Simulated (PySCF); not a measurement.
## Worked example: oscillator strength and radiative lifetime

C₄H₇ClSi, SMILES CC([SiH3])=C=CCl.

Geometry: B3LYP-D3(BJ)/def2-SVP. The structure was generated by enumeration, and PubChem lists no compound with its InChIKey, so it may never have been made.

TDA-PBE/def2-SVPD run with PySCF puts the first singlet state with f over 0.02 at 6.25 eV (vertical), with the transition dipole (0.697, 0.270, 0.048) in atomic units.

### Question
Find the oscillator strength, the wavelength and the radiative lifetime that this transition would have in vacuum if emission retraced absorption.

### Answer

|μ|² = 0.5610 au, so |μ| = 1.90 D. ΔE = 6.25/27.211 = 0.2297 hartree. f = (2/3) ΔE |μ|² = 0.086 (the program prints 0.086).
λ = 1239.84/6.25 = 198 nm; ν = 50410 cm⁻¹.
Einstein's coefficient A = 0.6670 ν² f s⁻¹ (ν in cm⁻¹) = 1.5e8 s⁻¹, so τ = 1/A = 6.9 ns. This state is S6; the lower singlets have f = 0.000, 0.016, 0.007, 0.001, 0.005. The figure is the radiative limit of this one transition; relaxation, internal conversion, crossing to triplets and a medium change what is measured.
